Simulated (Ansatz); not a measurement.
A structure relaxed at r2SCAN-D4/def2-SVP in Ansatz, charge -1, singlet:

```xyz
25

Ga   -2.3201    0.8760    2.2156
Ga   -2.2259    0.9799   -2.2637
Ga    1.3330    2.5127    0.0895
Ga    1.9920   -1.4209    2.2482
Ga    2.0925   -1.3076   -2.2283
Sb   -1.2963    1.9767    0.0208
Sb   -0.7025   -1.2807    2.4001
Sb   -0.5935   -1.1617   -2.4888
Sb    2.3630    0.0343    0.0525
H    -3.7785    0.3298    1.9928
H    -1.9741    1.7425    3.4830
H    -3.6895    0.4197   -2.1266
H    -1.8335    1.9079   -3.4727
H     1.6706    3.1709    1.4793
H     1.7287    3.2354   -1.2521
H     2.5025   -0.6463    3.5195
H     2.3536   -2.9371    2.0355
H     2.6551   -0.4686   -3.4351
H     2.4487   -2.8325   -2.0781
H    -2.0251    3.5240    0.0409
H    -1.2029   -2.2002    3.7527
H    -1.2910   -2.4007    1.2551
H    -1.0325   -2.0103   -3.9074
H    -1.2267   -2.3402   -1.4298
H     4.0525    0.2974    0.0970
```

Q: Give its formula and point group.

A: Ga₅Sb₄H₁₆⁻, a cluster cut from zinc blende GaSb (hydrogen-capped). Point group C2v (tolerance 0.1 Å).

Q: Summarise the bond lengths by kind (pairs closer than 1.2 times the sum of covalent radii, bridged metal pairs left out).

A: 10 × Ga–Sb 2.66 to 2.70 Å; 10 × Ga–H 1.57 Å; 6 × H–Sb 1.71 Å.

In the def2 sets Sb takes a core potential; there is no spin–orbit coupling.
